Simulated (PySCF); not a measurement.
## Static response to an electric field

AsP3SSO nortricyclane, AsOP₃S₂.
Cartesian coordinates in Å at the PBE0-D3(BJ)/def2-SVP level; atoms count from 1:
```xyz
7
AsOP3S2 angstrom
As     1.678    0.004    0.526
S      0.882    1.650   -0.796
P     -1.057    0.934   -1.155
P     -1.654   -0.138    0.740
S     -0.005    0.055    2.024
P     -0.666   -1.297   -0.950
O      0.913   -1.309   -0.458
```

Level: wB97X-D/def2-SVPD (PySCF), static field, nuclei fixed, core orbitals frozen in the response. The polarisability tensor in these axes (au):

```
x   139.79   6.06   3.76
y     6.06 124.64  -6.09
z     3.76  -6.09 136.50
```

Problem. What are the eigenvalues, a third of the trace, and Δα (Δα² = ½Σ(αi − αj)² over the three pairs)?

Solution. Principal values 119.61, 138.76 and 142.56 au; mean 133.64 au = 19.80 Å³ = 22.03 × 10⁻⁴⁰ C²·m²/J; Δα = 21.31 au (16 % of the mean).

Problem. What is the dipole moment, and where does it point?

Solution. (0.62, -0.03, 0.18) D, 0.65 D in size, pointing from the negative to the positive side. Measured along this direction, the outermost atoms are P3 and P4 at the negative end and As1 at the positive end.

Problem. Find the Langevin capture rate constant for O2+ (31.990 u) meeting this molecule (247.782 u), k = 2.342 × 10⁻⁹ cm³/s × √(α in Å³ / reduced mass in u).

Solution. The reduced mass is 28.33 u, so k = 1.96 × 10⁻⁹ cm³/s. The formula leaves out the permanent dipole, which adds to the capture rate.

Problem. In TDDFT the mean static polarisability is Σ f/ω² over all singlet excitations (ω in hartree). How much of it do the 10 lowest give? Their energies (eV) and oscillator strengths: 3.86, 0.0028; 4.02, 0.0005; 4.79, 0.0001; 4.87, 0.0022; 4.99, 0.0006; 5.06, 0.0008; 5.09, 0.0016; 5.17, 0.0095; 5.31, 0.0012; 5.32, 0.0120.

Solution. They add up to 0.94 au, 0.7 % of the 133.64 au; the largest single term is 0.31 au, from the state at 5.32 eV. Terms in order: 0.14, 0.02, 0.00, 0.07, 0.02, 0.02, 0.05, 0.26, 0.03, 0.31 au. Higher excitations give the rest. The strengths listed sum to 0.032.

Problem. What would n − 1 = 2πNα be for an ideal gas of these molecules at 500 K and 1 atm, electronic part alone?

Solution. N = p/kT = 1.4678 × 10¹⁹ cm⁻³, so n − 1 = 2π × N × 19.80 × 10⁻²⁴ cm³ = 1826 × 10⁻⁶ at long wavelengths.

Problem. In a dilute gas of rigid molecules at 350 K, how does the orientational term μ²/3kT compare with the electronic polarisability?

Solution. In Gaussian units μ²/3kT = 2.91 Å³ against 19.80 Å³, a ratio of 0.15; the Debye molar polarisation (4π/3)N_A(α + μ²/3kT) is 57.3 cm³/mol, leaving out the vibrational part.

Problem. Estimate the molar refractivity from the static electronic polarisability.

Solution. Lorentz–Lorenz: R = (4π/3)N_A α = 2.5225 cm³/(mol·Å³) × 19.80 Å³ = 50.0 cm³/mol, in the limit of long wavelengths.

Geometry: PBE0-D3(BJ)/def2-SVP, one conformer, isolated molecule. The calculation is non-relativistic, for arsenic too.
